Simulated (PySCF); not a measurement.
**Ionisation energy of Co⁺ by level of theory**

Co⁺ [Ar] 3d8 [3d3/2^4 3d5/2^4, M_J = 4] → Co²⁺ [Ar] 3d7 [3d3/2^4 3d5/2^3, M_J = 9/2], as a difference of total energies. All numbers are calculated (PySCF 2.14, the two-component X2C-1e Hamiltonian, in x2c-TZVPall-2c (6s7p4d1f, 54 functions)). Correlated levels: [Ne] frozen; the 6 highest virtual spinors dropped. "Screened" scales the spin-orbit matrix elements by Boettger's factors to mimic the two-electron term; Breit and QED terms are absent.

| method | ionisation energy (eV) | error (eV) |
| --- | --- | --- |
| GHF (spin-free) | 14.233 | -2.851 |
| GMP2 (spin-free) | 17.192 | +0.108 |
| GHF (screened spin-orbit) | 14.219 | -2.865 |
| GMP2 (screened spin-orbit) | 17.179 | +0.095 |

Reference: 17.084 eV (measured; NIST Atomic Spectra Database, ionization energies).

Errors of the correlated levels include the incompleteness of this basis and the frozen core.

The labels give the starting determinants; with spin-orbit coupling the two ends relaxed to ⟨J²⟩ = 20.01, ⟨L²⟩ = 12.01, ⟨S²⟩ = 2.01 and ⟨J²⟩ = 24.76, ⟨L²⟩ = 12.02, ⟨S²⟩ = 3.75.
